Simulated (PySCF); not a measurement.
**Correlation energy of F³⁺ (fluorine, charge +3)**

[He] 2s2 2p2, high-spin 3P determinant. Computed with PySCF 2.14 in x2c-TZVPPall (5s3p2d1f, 31 functions), with scalar relativity by spin-free X2C-1e. Frozen: nothing; 6 electrons correlated.

```
  level  correlation energy (mhartree)
   CCSD                        -116.26
    (T)                          -1.20
CCSD(T)                        -117.46
  CCSDT                        -117.66
```

Diagnostics: T1 = 0.0030, D1 = 0.0078, largest double amplitude 0.121.

Cost of the coupled-cluster step: about 0.6 core-seconds, for 6 correlated electrons.

This basis was not built for core-valence correlation, so the inner-shell part is incomplete.
